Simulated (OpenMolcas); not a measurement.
# Cr2+: effect of the metal basis

Cr2+ with its 6 nearest oxide ions at 2.259 Å, on the Ca site of CaO (a = 4.8105 Å, distance in the model lattice 2.405 Å). The rest of the host is ab initio model potentials to 7.6 Å and point charges beyond; the distance is set by hand and nothing relaxes.

```yaml
Program: OpenMolcas 26.06
Method: CASSCF
Spin-orbit_coupling: RASSI with atomic mean-field integrals over the reference wave functions
```

Fixed: ligand basis ANO-RCC-VDZP, active space 4 electrons in 5 orbitals (3d), DKH2 Hamiltonian.

States (labels of O, the rotations of Oh). Energies in cm-1 above the lowest state or level, χT in cm3 K/mol; 10Dq and B are least-squares fits to the states below 45000 cm-1, weighted by degeneracy, with a free offset, and given where the rms deviation is under 5 % of |10Dq| (or 100 cm-1) and under 700 cm-1.

```json
{"Run": "A", "Metal basis": "ANO-RCC-VDZP", "Ground state": "5E", "First state of that spin": "5T2 9553", "10Dq": "9950", "B (rms of fit)": "969 (173)", "First gap with spin-orbit (degeneracies)": "5.3 (1, 3)", "χT at 300 K": "2.963", "First state of another spin": "3T1 11683", "Cost": "roughly 40 core-seconds"}
{"Run": "B", "Metal basis": "ANO-RCC-VTZP", "Ground state": "5E", "First state of that spin": "5T2 9119", "10Dq": "", "B (rms of fit)": "", "First gap with spin-orbit (degeneracies)": "5.2 (1, 3)", "χT at 300 K": "2.962", "First state of another spin": "3T1 12153", "Cost": "roughly 60 core-seconds"}
```

Against A, the first state of the same spin changes by -4.5 % in B.

Costs are those of the RASSCF and RASSI steps.

An orbital doublet at a regular site is open to a Jahn-Teller distortion, which this geometry leaves out. Without dynamic correlation the repulsion within the d shell is too large (B by tens of per cent), so at a given field states of lower spin stand too high. Ligand-to-metal charge-transfer states are missing. With no ligand orbital active B as a rule stays too high, so bands that hang on it stand too high and its fall with covalency is understated. With metal d orbitals alone and no dynamic correlation 10Dq can be off by a tenth to a fifth, either way, in oxide and fluoride hosts. No measured value stands beside these numbers; the geometry was set by hand and not optimised.
